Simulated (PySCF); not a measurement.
Species: 4-mercaptophenol, C6H6OS.
Numbering: `[OH:1][c:2]1[cH:3][cH:4][c:5]([SH:6])[cH:7][cH:8]1` (hydrogens: H9 on O1; H10 on C3; H11 on C4; H12 on S6; H13 on C7; H14 on C8)

Method: PBE0-D3(BJ)/def2-SVP geometry optimisation, gas phase in PySCF 2.14.0.

Give the optimised bond lengths and angles.

```csv
bond,length (pm),order
O1–C2,135.1,single
"C2–C3, C2–C8",139.8,aromatic
"C3–C4, C7–C8",139.1,aromatic
"C4–C5, C5–C7",139.9,aromatic
C5–S6,177.0,single
O1–H9,96.3,single
"C3–H10, C8–H14",109.3,single
"C4–H11, C7–H13",109.3,single
S6–H12,134.8,single
```

Bonds in one row agree within 1 pm and their mean is given. Orders are formal, as drawn. A selection of angles:
```csv
angle,degrees
C2–O1–H9,109.3
O1–C2–C3,123.0
O1–C2–C8,118.1
C3–C2–C8,119.0
C2–C3–C4,120.6
C2–C3–H10,119.9
C4–C3–H10,119.6
C3–C4–C5,120.7
C3–C4–H11,119.3
C5–C4–H11,120.0
C4–C5–S6,118.1
C4–C5–C7,118.5
S6–C5–C7,123.4
C5–S6–H12,96.6
C7–C8–H14,120.8
C2–C8–C7,120.4
```

Torsions: H9–O1–C2–C3 0° (synperiplanar); H12–S6–C5–C4 180° (antiperiplanar).

The 8 heavy atoms lie in one plane (0.000 Å rms). The 6-membered ring C2–C3–C4–C5–C7–C8 has internal angles of 118.5° to 120.9° (sum 720°, against 720° for a flat polygon); it is planar, 0.00 Å rms from its mean plane, widest ring torsion 0°. O1 (phenol-type oxygen) is bent (angle 109.3°). Of the pairs four or more bonds apart, H9···H10 is among the closest relative to their van der Waals radii: 2.29 Å, 96 % of the sum of Bondi's values.

Point group: Cs (tolerance 0.08 Å). No PBE0-D3(BJ)/def2-SVP frequencies stand behind this structure, so it isn't proved a minimum. One conformer, not necessarily the lowest (H–O1–C2–C3 0°, C4–C5–S6–H 180°).
